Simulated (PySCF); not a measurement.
CH7FN2Sn, SMILES [CH3][Sn]([NH2])([NH2])[F]. Geometry: PBE-D3(BJ)/def2-SVP. The structure was generated by enumeration; whether it is a known compound was not checked. The def2 effective core potentials stand for the cores of Sn; spin–orbit coupling is left out. Other conformers were not sampled.

**Question.** Give the equilibrium geometry at PBE-D3(BJ)/def2-SVP (PySCF confirms it by a frequency run) as Cartesian coordinates in Å. (An estimate is asked for; the answer gives what the named calculation found.)

**Answer.** This is not unique; one that fits is 
```xyz
12

C      1.9767    -0.4605     0.7380
Sn     0.0065     0.0041     0.0155
N     -1.4864    -0.7449     1.2172
N     -0.3430     2.0243    -0.1528
F     -0.1330    -0.7616    -1.8107
H      1.8977    -0.9095     1.7458
H      2.5594     0.4777     0.7933
H      2.4613    -1.1702     0.0425
H     -1.2739    -1.7140     1.4931
H     -2.3778    -0.7856     0.7032
H     -0.1004     2.3510    -1.0990
H     -1.3500     2.2077    -0.0366
```
